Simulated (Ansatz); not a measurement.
Cost and result for the atomization energy of `C[SiH2]O[SiH2]N` (14 atoms, 13 bonds).

```xyz
14

C     2.228    1.222    0.930
Si    0.862    0.784   -0.249
O    -0.101   -0.349    0.438
Si   -1.584   -1.038    0.327
N    -2.102   -1.451   -1.244
H     2.892    1.969    0.486
H     2.824    0.341    1.177
H     1.824    1.633    1.858
H     1.427    0.248   -1.519
H     0.054    1.992   -0.582
H    -1.506   -2.279    1.132
H    -2.583   -0.077    0.858
H    -2.529   -0.775   -1.856
H    -1.705   -2.221   -1.756
```

Charge 0, multiplicity 1. The structure was optimised at the PBE0-D4/def2-TZVP level. It is one conformer, not always the lowest. Program: Ansatz. All runs use 4 threads of an Arm Neoverse V2 on a shared host. Times are those of one run each, without the atoms' runs, and a repeat can differ threefold. Electronic energies, without spin–orbit coupling; frozen cores. CCSD(T)/CBS adds CCSD(T) − MP2 in def2-TZVPP to the MP2 limit, and its time is that of the two runs behind it. T1 = 0.011. B3LYP takes the VWN-RPA correlation (the form of Gaussian; ORCA's B3LYP/G).

CCSD(T)/CBS is a level of theory with its own doubt, some kJ/mol a heavy atom from the limit and from the frozen cores, so smaller differences don't rank the functionals.

```csv
level,functions,wall time,atomization (kcal/mol),difference from CCSD(T)/CBS,per bond
PBE-D4/def2-TZVPP (with forces),303,2.8 s,1203.7,-2.8,-0.2
PBE0-D4/def2-TZVPP,303,3.2 s,1191.2,-15.3,-1.2
r2SCAN-D4/def2-TZVPP (with forces),303,5.5 s,1200.2,-6.3,-0.5
B3LYP-D4/def2-TZVPP (with forces),303,5.5 s,1203.7,-2.8,-0.2
B2PLYP/def2-TZVPP,303,6 s,1190.5,-16.0,-1.2
ωB97X-V/def2-TZVPP,303,9 s,1209.0,2.5,0.2
ωB97M-V/def2-TZVPP (with forces),303,13 s,1207.2,0.7,0.1
MP2/def2-QZVPP,581,29 s,1202.6,-3.9,-0.3
CCSD(T)/def2-TZVPP,303,12 min,1172.9,-33.6,-2.6
CCSD(T)/CBS(def2),–,13 min,1206.5,0.0,0.0
```

In def2-TZVPP, CCSD(T) changes the Hartree–Fock value by +280.3 kcal/mol (the triples alone add +13.0 kcal/mol) and MP2 by +289.7 kcal/mol; breaking electron pairs costs correlation energy, which Hartree–Fock lacks. The D4 term adds +10.8 kcal/mol with B3LYP and +5.8 kcal/mol with PBE0; it sums over pairs of atoms, weighted by their polarisabilities, and B3LYP, whose exchange is more repulsive, gets the larger term. From PBE to PBE0 (25 % exact exchange), in def2-TZVPP and without D4, the atomization energy moves by −11.5 kcal/mol: exact exchange takes away binding that semilocal exchange gives to molecules.
